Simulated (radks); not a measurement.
Si13+, 1 electrons, occupied as 1s1 (the NIST ground configuration). Method: scalar-relativistic Kohn-Sham, PBE, spin-polarised, spherical densities, point nucleus; open shells are filled with parallel spins first; computed with a radial shooting solver on a logarithmic mesh with Libxc functionals.

Radial electron density D(r) = 4 pi r^2 rho(r):

r (bohr)  D(r) (e/bohr)
0.007543         0.5202
0.008303         0.6164
0.00914          0.7287
0.01006          0.8596
0.01099          0.9978
0.01209           1.171
0.01331           1.369
0.01454           1.576
0.016             1.831
0.01761           2.118
0.01923           2.411
0.02117           2.764
0.0233            3.151
0.02545           3.535
0.02801           3.982
0.03083           4.452
0.03367           4.898
0.03706           5.390
0.0408            5.875
0.04455           6.299
0.04904           6.722
0.05398           7.083
0.05895           7.341
0.06489           7.522
0.07142           7.580
0.07862           7.500
0.08585           7.296
0.0945            6.931
0.104             6.426
0.1136            5.857
0.125             5.148
0.1376            4.381
0.1503            3.665
0.1654            2.907
0.1821            2.210
0.1989            1.651
0.2189            1.144
0.241            0.7495
0.2631           0.4821
0.2896           0.2793
0.3188           0.1503
0.3482          0.07926
0.3832          0.03622
0.4218          0.01501
0.4606         0.006089
0.5071         0.002033
0.5582        0.0005968
0.6144        0.0001520

D(r) has 1 maximum, at r = 0.0709 bohr.
